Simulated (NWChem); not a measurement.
System meant: PbHOF, singlet; SMILES [OH][Pb][F]

The following NWChem deck was run.

```
start job
memory heap 200 mb stack 900 mb global 1100 mb
geometry units angstroms noautoz
  Pb     0.291751     0.055623     0.000000
  F     -1.113682    -1.457731     0.000000
  O     -1.165205     1.557141     0.000000
  H     -2.051716     1.169437     0.000000
end
basis spherical
  * library def2-svp
end
ecp
  Pb library def2-ecp
end
dft
  odft
  mult 2
  xc b3lyp
  iterations 150
  mulliken
end
task dft energy
```

End of the output:

```
                                 NWChem DFT Module
                                 -----------------

 Summary of "ao basis" -> "ao basis" (spherical)
 ------------------------------------------------------------------------------
       Tag                 Description            Shells   Functions and Types
 ---------------- ------------------------------  ------  ---------------------
 Pb                         def2-svp                10       26   4s4p2d
 F                          def2-svp                 6       14   3s2p1d
 O                          def2-svp                 6       14   3s2p1d
 H                          def2-svp                 3        5   2s1p

 Summary of "ao basis" -> "ao basis" (spherical)
 ------------------------------------------------------------------------------
       Tag                 Description            Shells   Functions and Types
 ---------------- ------------------------------  ------  ---------------------
 Pb                         def2-svp                10       26   4s4p2d
 F                          def2-svp                 6       14   3s2p1d
 O                          def2-svp                 6       14   3s2p1d
 H                          def2-svp                 3        5   2s1p

      Symmetry analysis of basis
      --------------------------

        a'         42
        a"         17

  number of electrons :                   40
  multiplicity        :                    2
 ------------------------------------------------------------------------
  no. of electrons and multiplicity not compatible                  40
 ------------------------------------------------------------------------
 ------------------------------------------------------------------------
  current input line :
    22: task dft energy
 ------------------------------------------------------------------------
 ------------------------------------------------------------------------
 There is an error in the input file
 ------------------------------------------------------------------------
 For more information see the NWChem manual at https://nwchemgit.github.io

0: no. of electrons and multiplicity not compatible:Received an Error in Communication
```

Can this run be used? If not, why, and what is the fix?

The input was rejected before any calculation. Cause: the multiplicity doesn't fit the number of electrons (an even count wants an odd multiplicity, and the reverse). This input runs:
```
start job
memory heap 200 mb stack 900 mb global 1100 mb
geometry units angstroms noautoz
  Pb     0.291751     0.055623     0.000000
  F     -1.113682    -1.457731     0.000000
  O     -1.165205     1.557141     0.000000
  H     -2.051716     1.169437     0.000000
end
basis spherical
  * library def2-svp
end
ecp
  Pb library def2-ecp
end
dft
  xc b3lyp
  iterations 150
  mulliken
end
task dft energy
```
It converges to -368.51279 Ha (B3LYP/def2-SVP with def2 effective core potentials on Pb).
